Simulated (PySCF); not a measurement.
CH8AsGaS.
SMILES with atom numbers: `[CH3:1][S:2][GaH2-:3][AsH3+:4]` (hydrogens: H5, H6, H7 on C1; H8, H9 on Ga3; H10, H11, H12 on As4)

Computed with core-valence-separated Tamm–Dancoff BHandHLYP/aug-pcX-1 (pcseg-1 on H, def2-SVPD on S, def2-SVPD on Ga, def2-SVPD on As) in PySCF, non-relativistic, gas phase, PBE0-D3(BJ)/def2-SVP geometry. Absolute energies from this functional tend to lie a few eV below measured edges; no shift was applied.

Task: What does the C 1s absorption edge look like?

Result: 
```tsv
E (eV)	f	core hole on	main final orbital
285.35	0.0410	C1	spread
286.07	0.0171	C1	spread
286.48	0.0169	C1	LUMO (40 %)
286.79	0.0204	C1	LUMO+1 (37 %)
287.07	0.0113	C1	LUMO+1 (40 %)
287.29	0.0024	C1	LUMO+2 (37 %)
287.57	0.0113	C1	spread
```

The first line with a tenth or more of the strongest one's intensity is at 285.35 eV (f = 0.041), with the hole on C1 (S-methyl carbon). It is also the strongest listed.

Roots within 0.03 eV whose holes lie on the same, on equivalent or on shared atoms are summed into one line, and the highest roots are left out, as the search may have cut off their partners. Final orbitals are the ground state's empty Kohn–Sham orbitals.

Task: What length of transition dipole belongs to the line at 287.57 eV?

Result: From f = (2/3) ΔE |μ|² in atomic units, with ΔE = 10.568 Eh and f = 0.0113: |μ| = 0.040 au = 0.10 D.

The list ends where the root search ended, not at a threshold. The BHandHLYP/aug-pcX-1 (pcseg-1 on H, def2-SVPD on S, def2-SVPD on Ga, def2-SVPD on As) calculation is non-relativistic and has no spin–orbit coupling, an omission that weighs most on arsenic and gallium.

Conformer computed: `[CH3:1][S:2][GaH2-:3][AsH3+:4]`: C1–S2–Ga3–As4 -85°.

One conformer stands for the species.
